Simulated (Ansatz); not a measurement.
Geometry optimisation, RKS PBE0/6-31G in Ansatz 0.2.0.

Input file:

```yaml
crystal:
  periodic: [false, false, false]
  atoms:
    - { symbol: B, position_ang: [-1.4984, 0.8404, 0.5] }
    - { symbol: S, position_ang: [-0.0897, 1.0315, -0.6967] }
    - { symbol: C, position_ang: [0.5797, -0.5895, -0.2667] }
    - { symbol: O, position_ang: [1.8476, -0.8137, -1.0019] }
    - { symbol: H, position_ang: [-2.5538, 0.3857, 0.104] }
    - { symbol: H, position_ang: [-1.4477, 1.2877, 1.5984] }
    - { symbol: H, position_ang: [-0.0981, -1.3849, -0.4851] }
    - { symbol: H, position_ang: [0.8814, -0.6132, 0.8292] }
    - { symbol: H, position_ang: [2.4676, -0.1904, -0.5982] }
basis:
  gaussian: { orbitals: "6-31G" }
hamiltonian:
  xc: pbe0
relax:
  f_tol: 0.02
  max_steps: 40
```

Command:

```bash
$ ansatz run input.yaml --threads 1 --pin off --max-ram 2048MiB --backend cpu --events-out ev --progress --plain --runs-dir out
```

**Question.** Where does it end, and by what steps?

**Answer.** It converged. The force dipped under the threshold on the way, but the program's further checks kept it going. Limits of this set-up: no polarisation functions. After 34 steps the energy has fallen by 1.345 eV; H5 moved furthest, 1.82 Å.

```tsv
step	energy less start (eV)	largest force component (eV/Å)	accepted
0	0.0000	3.167	yes
2	-0.2973	0.940	yes
4	-0.3597	0.286	yes
6	-0.4831	0.514	yes
8	-0.8745	0.679	yes
10	-1.2401	0.347	yes
12	-1.2914	0.403	yes
14	-1.3063	0.102	yes
16	-1.3072	0.012	yes
18	-1.3085	0.227	yes
20	-1.3125	0.172	yes
22	-1.3187	0.099	yes
24	-1.3296	0.203	yes
26	-1.3358	0.138	yes
28	-1.3366	0.268	yes
30	-1.3442	0.068	yes
32	-1.3448	0.043	yes
34	-1.3451	0.015	yes
```

```xyz
9
Properties=species:S:1:pos:R:3
B -1.366 1.004 0.750
S -0.288 0.990 -0.687
C 0.533 -0.739 -0.612
O 1.935 -0.665 -0.734
H -1.411 0.059 1.480
H -2.015 1.985 0.928
H 0.176 -1.293 -1.476
H 0.187 -1.200 0.319
H 2.337 -0.187 0.014
```

Whether the end is a true minimum wasn't checked by a vibrational analysis.

Time of the run: 92 s on 1 thread of Arm Neoverse V1 (shared host), peak memory 0.15 GiB.
